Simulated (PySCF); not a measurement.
# Radial density of Sr³⁴⁺ (strontium, charge +34)

BHandHLYP, [He] 2s2, closed-shell 1S. Calculation: PySCF 2.14, in an uncontracted even-tempered set (19 s from 13 bohr⁻², ratio 2.2; 8 p from 19 bohr⁻², ratio 2.4; 5 d from 58 bohr⁻², ratio 2.4; 5 f from 87 bohr⁻², ratio 2.4; 4 g from 130 bohr⁻², ratio 2.4); the spin-free X2C one-electron Hamiltonian (Gaussian nucleus).

```
r (bohr)  4πr²ρ (e/bohr)
  0.0317           41.50
  0.0534           20.68
  0.0898           10.85
   0.151           13.84
   0.254           3.549
   0.427         0.06149
   0.718       1.443e-05
```

Densities and radii are taken from the X2C orbitals without a picture-change correction, which distorts them close to the nucleus.
